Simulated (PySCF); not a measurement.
This PySCF input asks for the NMR shieldings of `C=C(C)O[SiH-]C(F)(F)F`, [C₄H₆F₃OSi]-; the geometry comes from GFN2-xTB.

```python
import basis_set_exchange as bse
import numpy as np
from pyscf import gto, dft
from pyscf.prop import nmr

atoms = """
C    -1.594694   -0.121421    1.473047
C    -1.164248    0.021795    0.218108
C    -2.121770    0.073999   -0.951158
O     0.093081    0.124195   -0.141532
Si    1.423953    0.298354    0.934833
C     2.762057    0.197160   -0.504328
F     4.015858    0.167030    0.054666
F     2.779103   -0.856226   -1.386724
F     2.798295    1.298962   -1.313457
H    -2.644355   -0.190370    1.700721
H    -0.900441   -0.140977    2.292047
H    -1.904251   -0.740124   -1.642999
H    -1.987312    1.012621   -1.489499
H    -3.153404   -0.006424   -0.615691
H     1.593714   -1.130584    1.350054
"""
names = dict.fromkeys(["C", "O", "Si", "F", "H"], "pcSseg-1")
basis = {el: gto.basis.parse(bse.get_basis(n, elements=[el], fmt="nwchem")) for el, n in names.items()}
mol = gto.M(atom=atoms, basis=basis, charge=-1, verbose=0)
mf = dft.RKS(mol, xc="PBE0")
mf.grids.level = 2
mf.grids.alignment = dft.numint.BLKSIZE   # the property module wants whole blocks of grid points
mf.conv_tol = 1e-9
mf.kernel()

calc = nmr.RKS(mf)   # GIAO
C = mf.mo_coeff
Co = C[:, mf.mo_occ > 0]
resp = mf.gen_response(singlet=True, hermi=2)
def vind(x):   # induced exchange potential for any number of trial vectors
    d = np.einsum("pi,xij,qj->xpq", C, 2 * x.reshape(-1, C.shape[1], Co.shape[1]), Co, optimize=True)
    return np.einsum("xpq,pi,qj->xij", resp(d - d.transpose(0, 2, 1)), C, Co, optimize=True).ravel()
mo1, _ = nmr.rhf.solve_mo1(calc, with_cphf=vind)
sigma = calc.kernel(mo1)
for i, s in enumerate(sigma):   # ppm
    print("%2d %-2s %9.2f" % (i, mol.atom_pure_symbol(i), np.trace(s) / 3))
```

Q: What does it print?

A: 
```
 0 C     109.67
 1 C      21.61
 2 C     159.69
 3 O     189.38
 4 Si    342.01
 5 C      31.23
 6 F     254.23
 7 F     236.08
 8 F     239.11
 9 H      28.39
10 H      28.13
11 H      29.97
12 H      30.03
13 H      30.56
14 H      26.04
```

These numbers come from an equivalent density-fitted implementation of the same equations, which agrees with the script to about 0.01 ppm for H and up to a few tenths of a ppm for heavy atoms, so last digits may differ.

Q: Turn these shieldings into chemical shifts. Shifts are taken against calculated references (same method and geometry level): 13C (σ = 186.93 ppm) and 29Si (σ = 349.16 ppm) and 1H (σ = 31.72 ppm) vs TMS; H2O for 17O (σ = 336.08 ppm); 19F (σ = 170.95 ppm) against CFCl3.

A: Averaging equivalent atoms: C 1: 165.3; C 5: 155.7; C 0: 77.3; C 2: 27.2; O 3: 146.7; Si 4: 7.2; F 6/7/8: -72.2; H 14: 5.67; H 10: 3.59; H 9: 3.33; H 11/12/13: 1.53 ppm. Unscaled 19F shifts against computed CFCl3 carry errors that often reach 10 to 50 ppm. Experimental scales use liquid or dissolved standards, which lie at an offset from isolated H2O (liquid H2O: subtract about 36 ppm).

Size and cost of the density-fitted run: 190 basis functions, 27 s wall time on 1 thread of an Arm Neoverse V2, shared host; peak memory 0.83 GiB.
